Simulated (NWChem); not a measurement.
System: C4H6O; SMILES C=C=COC

```xyz
11

C      0.3872    -2.1852     0.0000
C     -0.2593    -1.0471     0.0000
C     -0.9543     0.0688     0.0000
O     -0.4771     1.3497     0.0000
C      0.9380     1.4765     0.0000
H      0.6730    -2.6892     0.9242
H      0.6730    -2.6892    -0.9242
H     -2.0413     0.0650     0.0000
H      1.1493     2.5474     0.0000
H      1.3756     1.0091     0.8918
H      1.3756     1.0091    -0.8918
```
Atoms are numbered in this order, from 1.

All runs: NWChem. All runs use the structure optimised with B3LYP/6-31G* (spherical d). Level: M05-2X/def2-SVP with SMD (1 M gas to 1 M solution), gas-phase geometry.

Task: Among these, which solvent gives the highest value of “solvation free energy (kcal/mol)”?
A) toluene
B) N,N-dimethylformamide
C) water
D) cyclohexane

Result: C, water. Values: toluene -2.7; N,N-dimethylformamide -2.6; cyclohexane -2.2; water -0.3
